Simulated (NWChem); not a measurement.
Molecule: SiHOI, singlet; SMILES O[Si]I

```xyz
4

Si     0.6686     1.5701     0.0000
I     -0.0360    -0.8225     0.0000
O     -0.8303     2.2939     0.0000
H     -0.8107     3.2597     0.0000
```
Atoms are numbered in this order, from 1.

Low-valent species are run as closed-shell singlets; no triplet was tried in these runs. Structure relaxed at the PBE0/def2-SVP level. Not confirmed as a minimum by frequencies. def2 effective core potentials on I; no spin-orbit coupling.

Symmetry labels are those of Cs in the frame above (b1 and b2, or b-type labels, depend on it).

Q: List the 4 lowest vertical singlet excitations from B3LYP/def2-SVPD with def2 effective core potentials on I, TDA (NWChem).

A: 
```csv
state,energy (eV),oscillator strength,symmetry,leading excitation (squared amplitude)
S1,3.60,0.012,a",HOMO → LUMO (0.86)
S2,3.98,0.014,a",HOMO−1 → LUMO (0.87)
S3,4.39,0.014,a',HOMO−2 → LUMO (0.87)
S4,5.51,0.114,a',HOMO → LUMO+1 (0.51)
```
